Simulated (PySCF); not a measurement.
Gas-phase reaction: Sn2O2 + 2 SnBr4 ⇌ 4 SnBr2 + 2 O

Method: PySCF energies plus ideal-gas RRHO corrections (1 bar). † marks an energy on the PBE0/def2-TZVP geometry and frequencies; other levels use their own. MP2 and CCSD(T) freeze the core. Open shells (unrestricted): O (multiplicity 3, electronic degeneracy 9); the rest are closed-shell singlets. Spin-orbit splitting is ignored; it lowers the true energy and changes the entropy of O. Sn: scalar-relativistic def2 core potential, no spin-orbit coupling. Br: all electrons, no relativistic terms. Sn2O2: computed as isolated molecules; such fragments, hydroxides, amides, oligomers or adducts are transient or little studied in the gas. MP2 isn't extrapolated to the basis-set limit; its ΔH°(298 K) is 917.2 kJ in def2-SVP and 989.8 kJ in def2-TZVPP. CCSD(T) isn't extrapolated to the basis-set limit. The harmonic model lacks anharmonicity and excited electronic states, which grow with temperature; levels with a mode under 35 cm⁻¹ are left out. Soft modes under 120 cm⁻¹ make the harmonic entropy rough for SnBr4, SnBr2.

```tsv
level	ΔE electronic, kJ	ΔH°(298 K), kJ	ΔS°(298 K), J/K	ΔG°(800 K), kJ
BLYP/def2-TZVP†	802	788	497	394
CCSD(T)/def2-SVP†	816	802	497	409
HF/def2-TZVP†	407	393	497	0
MP2/def2-TZVPP†	1004	990	497	596
PBE/def2-TZVP†	903	889	497	496
PBE0/def2-QZVP†	868	854	497	461
PBE0/def2-SVP†	808	795	497	401
PBE0/def2-TZVP	856	842	497	448
ωB97M-V/def2-TZVP†	918	904	497	511
ωB97X-V/def2-TZVP†	936	923	497	529
```
ΔH° is lowest at HF/def2-TZVP† and highest at MP2/def2-TZVPP†. No reference value is set beside these.
